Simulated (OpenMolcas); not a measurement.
A run on Os4+ among 6 point charges of -0.5 e arranged as a trigonal antiprism (D3d), 1.85 Å from the ion, with a polar angle of 59.1° against the regular 54.74°.

```
Program             : OpenMolcas 26.06
Method              : CASSCF
Basis               : ANO-RCC-VDZP [7s6p4d2f1g]
Scalar Hamiltonian  : DKH2, point nucleus
Active space        : 4 electrons in 5 orbitals (5d)
State averaging     : 2S+1 = 5 even, 5 roots; 2S+1 = 3 even, 45 roots; 2S+1 = 1 even, 50 roots
Spin-orbit coupling : RASSI with atomic mean-field integrals over the reference wave functions
```

68 basis functions. Blocks (2S+1, parity, CSFs, roots kept): 5, even, 5, 5; 3, even, 45, 45; 1, even, 50, 50.

Question: How long do the RASSCF and RASSI steps take on 1 thread of Arm Neoverse N1, with other jobs on the host?

Answer: About 41 s of wall time, without the integral step.
